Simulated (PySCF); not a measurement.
**Continuum solvent and chemical shifts**

Numbering as in the mapped SMILES `[CH2:1]=[CH:2][B-:3]([CH:4]=[CH2:5])([CH:6]=[CH2:7])[CH:8]=[CH2:9]`. Hydrogens are named by the atom that carries them. Ha(C1), Ha(C5), Ha(C7), Ha(C9) are cis to B3; Hb(C1), Hb(C5), Hb(C7), Hb(C9) are trans to B3.

GIAO PBE0/pcSseg-1 in PySCF 2.14 on one PBE0-D3(BJ)/def2-SVP conformer, non-relativistic, equivalent nuclei averaged. Solvents enter as an IEF-PCM continuum (chloroform with ε = 4.7, methanol with ε = 32.6, dimethylsulfoxide with ε = 46.8) around the gas-phase geometry. Shifts are referred to TMS, BF3·OEt2 computed in the same medium.

Gas phase, δ in ppm: C2/C4/C6/C8 177.2, C1/C5/C7/C9 116.5, B3 -17.7, H(C2)/H(C4)/H(C6)/H(C8) 6.72, Hb(C1)/Hb(C5)/Hb(C7)/Hb(C9) 5.07, Ha(C1)/Ha(C5)/Ha(C7)/Ha(C9) 4.87. Dipole moment 0.08 D.

Problem. How does each δ change in the continuum?

Solution. 
```
                      atoms                         environment  Δδ, chloroform  Δδ, methanol  Δδ, dimethylsulfoxide
                C2/C4/C6/C8                           alkene CH            -0.3          -0.4                   -0.4
                C1/C5/C7/C9                terminal =CH2 carbon            +3.4          +4.9                   +4.9
                         B3                 boron bonded to 4 C            +0.1          +0.2                   +0.2
    H(C2)/H(C4)/H(C6)/H(C8)            hydrogen on an alkene CH           +0.01         +0.02                  +0.02
Hb(C1)/Hb(C5)/Hb(C7)/Hb(C9)  hydrogen on a terminal =CH2 carbon           +0.27         +0.39                  +0.40
Ha(C1)/Ha(C5)/Ha(C7)/Ha(C9)  hydrogen on a terminal =CH2 carbon           +0.10         +0.15                  +0.15
```

Changes are relative to the gas phase. The dipole moment becomes 0.08 D in chloroform, 0.09 D in methanol, 0.09 D in dimethylsulfoxide.

Problem. Which of the listed nuclei move most (in ppm), and what does the model miss?

Solution. C1/C5/C7/C9 (terminal =CH2 carbon, +4.9 ppm) in dimethylsulfoxide. A continuum only polarises the solute; specific hydrogen bonds, the anisotropy of aromatic solvents and changes of geometry or conformer are outside it, as are counter-ions.
